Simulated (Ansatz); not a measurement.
Geometry optimisation, RKS PBE/def2-SVP (Ansatz).

input.yaml

```yaml
crystal:
  periodic: [false, false, false]
  atoms:
    - { symbol: Zr, position_ang: [0.0, 0.0, 0.0] }
    - { symbol: O, position_ang: [0.0, 0.0, 2.07] }
    - { symbol: H, position_ang: [-0.9095, -0.2814, 2.4071] }
    - { symbol: O, position_ang: [1.952, 0.0, -0.6893] }
    - { symbol: H, position_ang: [2.2684, -0.9521, -0.806] }
    - { symbol: F, position_ang: [-0.9326, 1.6157, -0.6593] }
    - { symbol: F, position_ang: [-0.9326, -1.6157, -0.6593] }
basis:
  gaussian: { orbitals: def2-SVP }
hamiltonian:
  xc: pbe
relax:
  f_tol: 0.02
  max_steps: 40
output:
  orbitals: {}
```

Run as:

```bash
$ ansatz run input.yaml --threads 1 --pin off --max-ram 2048MiB --backend cpu --events-out ev --progress --plain --runs-dir out
```

Problem. Where does it end, and by what steps?

Solution. The forces met the threshold. The force dipped under the threshold on the way, but the program's further checks kept it going. After 9 steps the energy has fallen by 0.695 eV; H3 moved furthest, 0.65 Å.

| step | energy less start (eV) | largest force component (eV/Å) | accepted |
| --- | --- | --- | --- |
| 0 | 0.0000 | 1.791 | yes |
| 1 | -0.3969 | 1.310 | yes |
| 2 | -0.4781 | 0.887 | yes |
| 3 | -0.5415 | 0.556 | yes |
| 4 | -0.5799 | 0.800 | yes |
| 5 | -0.6679 | 0.211 | yes |
| 6 | -0.6950 | 0.037 | yes |
| 7 | -0.6951 | 0.018 | yes |
| 8 | -0.5862 | 2.482 | no |
| 9 | -0.6954 | 0.020 | yes |

```xyz
7
Properties=species:S:1:pos:R:3
Zr -0.146 -0.123 -0.078
O -0.375 -0.122 1.831
H -0.413 -0.132 2.796
O 1.697 -0.358 -0.580
H 2.648 -0.494 -0.684
F -0.780 1.552 -0.788
F -1.186 -1.557 -0.832
```

Whether the end is a true minimum wasn't checked by a vibrational analysis.

Time of the run: 20 s on 1 thread of Intel(R) Xeon(R) 6975P-C (Granite Rapids), with other jobs on the host, peak memory 0.15 GiB.
